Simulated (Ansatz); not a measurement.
Born–Oppenheimer molecular dynamics of C2H5NSi (9 atoms, charge 0, multiplicity 1). It starts at the highest image of a converged band. Of that band: Neighbouring images differ by up to 2.4 eV, so the band resolves the path poorly. A vibrational analysis at the climbing image gives one clearly imaginary mode, 1559i cm⁻¹: a first-order saddle point.

The calculation used UKS B3LYP/cc-pVDZ in Ansatz.

```
ensemble                      : NVE (velocity Verlet)
time step                     : 0.5 fs
steps asked                   : 200
starting velocities drawn for : 100 K
seed                          : 12548
```

First frame:

```xyz
9
Properties=species:S:1:pos:R:3
C -1.153 1.148 -0.429
Si 0.055 -0.219 -0.637
C 1.249 -0.655 0.753
N 1.378 -1.449 1.687
H -1.905 1.074 0.362
H -1.468 -0.466 -1.017
H -1.266 1.994 -1.118
H 0.882 -0.069 -1.867
H 2.228 -1.358 2.267
```

Question: How far do the bonds stretch over the last three quarters of this one trajectory? (Pairs bonded in most of those frames.)

Answer: 
```
  bond  mean (Å)  spread (Å)  shortest  longest
C1–Si2     1.754       0.073      1.64     1.85
 C1–H5     1.100       0.018      1.06     1.14
 C1–H7     1.102       0.010      1.08     1.12
Si2–H6     1.511       0.039      1.46     1.64
Si2–H8     1.492       0.014      1.47     1.52
 C3–N4     1.195       0.017      1.17     1.24
 N4–H9     1.018       0.012      1.00     1.05
```

Mean temperature of the second half: 1076 K. The conserved energy stayed within 0.085 meV per atom of its start (net change -0.023 meV per atom), so the integration is sound. The system heated up, since it started high on the potential surface and ran downhill. A run of 0.1 ps of so small a system gives no equilibrium averages. The orbitals stay closed-shell, which can raise the energy where a bond breaks towards radicals; this wasn't checked here.

The run took 4.9 min on 2 threads of Intel(R) Xeon(R) 6975P-C (Granite Rapids) (shared host), peak memory 0.26 GiB.
